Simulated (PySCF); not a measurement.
Choosing a basis for TDDFT

Species: C3H8BNO.
SMILES with atom numbers: `[CH3:1][O+:2]([CH3:3])[BH2-:4][C:5]#[N:6]` (hydrogens: H7, H8, H9 on C1; H10, H11, H12 on C3; H13, H14 on B4)

TDDFT with PBE0 (PySCF), vertical singlets, core orbitals frozen in the response, spherical d and f functions. One conformer (not necessarily the lowest) at the PBE0-D3(BJ)/def2-SVP geometry, without solvent, vibrations or thermal averaging.

| basis | functions | diffuse | S1 (eV) | S2 (eV) | S3 (eV) | S4 (eV) | S5 (eV) | LUMO (eV) | α (au) |
| --- | --- | --- | --- | --- | --- | --- | --- | --- | --- |
| 6-31G* | 100 | no | 6.58 | 7.54 | 7.86 | 8.05 | 8.27 | 0.46 | 51.1 |
| 6-31+G* | 124 | yes | 6.45 | 7.11 | 7.40 | 7.67 | 7.85 | -0.28 | 58.3 |
| def2-SVP | 124 | no | 6.58 | 7.56 | 7.85 | 8.01 | 8.27 | 0.29 | 52.6 |
| def2-SVPD | 187 | yes | 6.50 | 7.43 | 7.46 | 7.78 | 7.94 | -0.10 | 62.1 |
| aug-cc-pVDZ | 210 | yes | 6.41 | 6.90 | 7.36 | 7.58 | 7.63 | -0.53 | 63.7 |
| def2-TZVP | 234 | no | 6.46 | 7.41 | 7.66 | 7.83 | 7.97 | -0.06 | 60.2 |
| def2-TZVPD | 297 | yes | 6.42 | 7.13 | 7.36 | 7.66 | 7.85 | -0.29 | 63.5 |

Problem. Compare the sets with the largest diffuse one.

Solution. States are compared by their number. Against the largest diffuse basis here (def2-TZVPD, itself not a converged limit), sets without diffuse functions differ by up to 0.16 eV in S1 and 0.42 eV in S5; the smaller diffuse sets differ by up to 0.07 and 0.22 eV. State by state, the largest deviation of a set without diffuse functions is S1 0.16, S2 0.43, S3 0.49, S4 0.39, S5 0.42 eV. The same number needn't mean the same state in each row. Against def2-TZVPD the polarisability deviates by -19% in 6-31G*, -8% in 6-31+G*, -17% in def2-SVP, -2% in def2-SVPD, 0% in aug-cc-pVDZ, -5% in def2-TZVP. A single + in a Pople set puts diffuse functions on heavy atoms only.
